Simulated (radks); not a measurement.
The numbers below are computed, except where a source is named.
Charge is removed step by step from the 4s1/2 level of Pd+, starting from [Kr] 4d9. Code: a radial shooting solver on a logarithmic mesh with Libxc functionals. Model: Dirac Kohn-Sham, LDA (Slater exchange, Perdew-Wang correlation), spin-unpolarised, spherical densities, finite nucleus; open shells are shared between the two j in proportion to 2j + 1; Fermi nuclear charge, rms radius 4.5318 fm.

| removed (e) | E - E(0) (eV) | eigenvalue (eV) | E minus straight line (eV) |
|---|---|---|---|
| 0 | 0.000 | -96.731 | 0.000 |
| 0.1 | 9.746 | -98.198 | -0.695 |
| 0.2 | 19.640 | -99.691 | -1.241 |
| 0.3 | 29.685 | -101.21 | -1.637 |
| 0.4 | 39.883 | -102.75 | -1.880 |
| 0.5 | 50.236 | -104.32 | -1.968 |
| 0.6 | 60.747 | -105.90 | -1.898 |
| 0.7 | 71.418 | -107.51 | -1.668 |
| 0.8 | 82.250 | -109.14 | -1.277 |
| 0.9 | 93.247 | -110.79 | -0.721 |
| 1 | 104.41 | -112.46 | 0.000 |

Removing the whole electron costs 104.41 eV by Delta-SCF, against 96.731 eV from minus the eigenvalue at the starting occupation. Slater's transition state (half an electron removed) gives 104.32 eV. Integrating minus the eigenvalue over the occupation (Janak's theorem) gives 104.41 eV. The mean slope of the eigenvalue, de/dn, is 15.7 eV per electron.
